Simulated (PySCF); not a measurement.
H7Si3, SMILES [SiH3][SiH][SiH3], multiplicity 2. The structure is a stationary point at TPSSh-D3(BJ)/def2-SVP. The isomer is the one that the SMILES or the coordinates give; other isomers of the formula were not compared.

Computed equilibrium geometry at TPSSh-D3(BJ)/def2-SVP (PySCF confirms it by a frequency run) as a Z-matrix, and its point group:
point group Cs.
```
Si
H 1 1.4941
Si 1 2.3365 2 113.25
H 3 1.4897 1 110.29 2 -57.22
H 3 1.4897 4 109.08 1 119.16
H 3 1.4929 4 108.39 5 117.85
Si 1 2.3365 2 113.25 3 135.28
H 7 1.4897 1 110.29 2 57.22
H 7 1.4897 8 109.08 1 -119.16
H 7 1.4929 8 108.39 9 -117.85
```
Charge 0, spin multiplicity 2.
